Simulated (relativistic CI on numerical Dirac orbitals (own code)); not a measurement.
# One change at a time: Sb13+

Base calculation: Dirac-Coulomb-Breit CI, separate exchange-only KLI orbitals for each configuration, model QED (radiative potential, 1s self-energy scaled to tabulated hydrogen-like ionisation energies), unscaled Slater integrals.

CI space (outside the closed core [Ar] 3d10): 4s2 4p6 4d2, 4s2 4p5 4d3, 4s2 4p6 4d 4f, 4s 4p6 4d3, 4s2 4p6 4d 5s, 4s2 4p5 4d2 4f, 4s2 4p6 4d 5p, 4s2 4p6 4f 5s, 4s 4p6 4d2 4f, 4s2 4p6 4d 5d, 4s2 4p6 5s 5p, 4s2 4p5 4d2 5s, 4s2 4p6 4d 5f, 4s2 4p6 4d 6s, 4s2 4p6 4d 6p, 4s2 4p6 4d 5g, 4s2 4p5 4d2 5p, 4s2 4p6 4d 6d, 4s2 4p6 4d 6f, 4s2 4p6 4d 7s, 4s2 4p5 4d2 5d, 4s 4p6 4d2 5s, 4s2 4p6 4f2, 4s2 4p5 4f3, 4p6 4d4, 4p5 4d5, 4p5 4d4 4f, 4s2 4p6 5s2, 4s2 4p5 4f 5s2, 4s2 4p6 4f 5p, 4s2 4p5 4f2 5p, 4s2 4p6 5p2, 4s2 4p5 4f 5p2. Double excitations out of closed p, d and f shells are left out; levels of such configurations are missing from the list, as are those of other unlisted configurations, and high levels can miss mixing partners. These lack a partner that the ground configuration has and come out too high: 4s 4p6 4d2 4f, 4s2 4p5 4d2 5s, 4s2 4p5 4d2 5d, 4s 4p6 4d2 5s, 4s2 4p5 4d2 5p.

The lowest level and the first level of each name with at least 55 % of one term (blank where a level has no safe partner in the second run):

| Level | Base (cm⁻¹) | Shift (cm⁻¹) |
| --- | --- | --- |
| 4s2 4p6 4d2 3F_2 | 0 | 0 |
| 4s2 4p6 4d2 3F_3 | 11171 | +148 |
| 4s2 4p6 4d2 3F_4 | 21236 | -54 |
| 4s2 4p6 4d2 3P_0 | 26264 | -1949 |
| 4s2 4p6 4d2 3P_1 | 32054 | -1671 |
| 4s2 4p6 4d2 1G_4 | 45173 | -2473 |
| 4s2 4p6 4d2 1S_0 | 98666 | -7880 |
| 4s2 4p5 4d3 5D°_1 | 564622 | +3926 |
| 4s2 4p5 4d3 5D°_0 | 567835 | +3913 |
| 4s2 4p5 4d3 5S°_2 | 567879 | +4899 |
| 4s2 4p5 4d3 5G°_6 | 589878 | +2865 |
| 4s2 4p5 4d3 3G°_3 | 596115 | +1428 |
| 4s2 4p5 4d3 3G°_4 | 600114 | +1577 |
| 4s2 4p5 4d3 3P°_1 | 608556 | +978 |
| 4s2 4p5 4d3 3D°_3 | 612860 | +703 |
| 4s2 4p5 4d3 3H°_6 | 615518 | -9 |
| 4s2 4p5 4d3 3P°_0 | 619893 | -2002 |
| 4s2 4p5 4d3 3I°_7 | 624332 | -486 |
| 4s2 4p5 4d3 3F°_4 | 628414 | -663 |
| 4s2 4p5 4d3 5P°_3 | 636210 |  |

At this charge energies of transitions that change n are usually good to better than 1 %, and those within a shell (Δn = 0) to a few per cent. Terms inside the open d or f shell come out 10 to 20 % too wide with unscaled integrals. Levels and lines within the n = 5 or 6 shells can be off by up to 10 % or somewhat more, and those that change n by about 2 %, since core polarisation is missing.

**Question.** One thing was changed in a second run, which moved the levels as shown. Which?
A. configuration mixing switched off
B. one mean potential for all configurations
C. Breit term removed
D. QED terms removed
E. valence Slater integrals scaled by 0.9

**Answer.** E. Valence Slater integrals scaled by 0.9. Scaling acts on the splittings between terms and on the mixing, and leaves the fine structure of pure LS terms nearly alone; in jj coupling it moves the levels of one term differently.

LS names give the leading component of a level, which can be under half, so a name can repeat, a term be missing and a line seem to break the LS rules.
